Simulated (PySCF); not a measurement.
C6H12P (charge +1).
Atom-mapped SMILES: `[CH3:1][CH2:2][C:3]1=[CH:4][P@@H+:5]1[CH2:6][CH3:7]`

Structure used (GFN2-xTB), in Å, numbered top down from 1:
```
atom  x, y, z in Å
C1    -2.9751   -0.6394    0.0869
C2    -2.2521    0.4746   -0.6700
C3    -0.9640    0.7722   -0.0574
C4    -0.0462    1.6151    0.4064
P5     0.4544   -0.0779    0.6771
C6     1.9522   -0.6661   -0.2041
C7     3.2109   -0.2073    0.5269
H8    -2.3646   -1.5416    0.1112
H9    -3.1902   -0.3333    1.1076
H10   -3.9139   -0.8725   -0.4056
H11   -2.8502    1.3896   -0.6833
H12   -2.0895    0.1633   -1.7067
H13    0.1757    2.6554    0.5151
H14    0.4248   -0.4020    2.0196
H15    1.9045   -0.2641   -1.2210
H16    1.9147   -1.7579   -0.2627
H17    3.2859    0.8779    0.5422
H18    3.2272   -0.5727    1.5523
H19    4.0857   -0.6040    0.0177
```

Definitions: NICS(0) = −σiso at the ring centroid; NICS(1) = −σiso and NICS(1)zz = −σzz at ±1 Å along the ring normal z. Level: GIAO PBE0/pcSseg-1 (PySCF, non-relativistic, gas phase) on the GFN2-xTB geometry, one conformer.

Ring bond lengths (Å), with Mayer bond orders in brackets: C3–C4 1.330 (1.53), C4–P5 1.786 (1.05), P5–C3 1.809 (0.95).

**Question.** What do the NICS probes read (ppm)?

**Answer.** 
```tsv
ring	type	NICS(0)	NICS(1), two faces	NICS(1)zz, two faces	rms pucker (Å)	centre to ring atoms, mean (Å)
C3–C4–P5	3-membered ring with P; formal bonds 1 double, 2 single	-26.8	-11.1 / -9.9	-18.8 / -15.6	0.00	0.95
```

**Question.** What do they say, and how far can they be read as aromaticity?

**Answer.** 
- C3–C4–P5: mean NICS(1)zz -17.2 ppm, shielded. P5 has four or more neighbours, so the value isn't read as a sign of a π ring current. The two faces differ by 3.2 ppm, so no symmetry operation interchanges them. NICS(0) lies 16 ppm below the mean NICS(1).

**Question.** What field does 9.4 T along the ring normal induce along that normal at the second NICS(1) probe listed for ring C3–C4–P5, 1 Å off the ring?

**Answer.** NICSzz × B0 = -15.6 ppm × 9.4 T = -147 μT, against the applied field.

**Question.** How shielded are the nuclei of the rings and their hydrogens (means over atoms taken as equivalent)?

**Answer.** 
| atoms | environment | σ isotropic (ppm) | principal values of the symmetric part, first atom (ppm) |
| --- | --- | --- | --- |
| C3 | fully substituted alkene carbon | 30.2 | -101.6, 72.6, 119.7 |
| C4 | alkene CH carbon | 69.5 | -59.0, 85.8, 181.7 |
| P5 | phosphonium phosphorus | 502.4 | 274.6, 354.0, 878.4 |
| H13 | vinylic hydrogen | 23.44 | 21.4, 22.1, 26.9 |
| H14 | P–H hydrogen | 26.95 | 20.4, 23.7, 36.8 |

The run took 35 s wall (with the writing of density and orbital grids) on Arm Neoverse V1, one thread, shared host with 32 logical CPUs at a one-minute load of 11, and the process peaked at 0.84 GiB of memory. This is the whole shielding run at PBE0/pcSseg-1, SCF included.
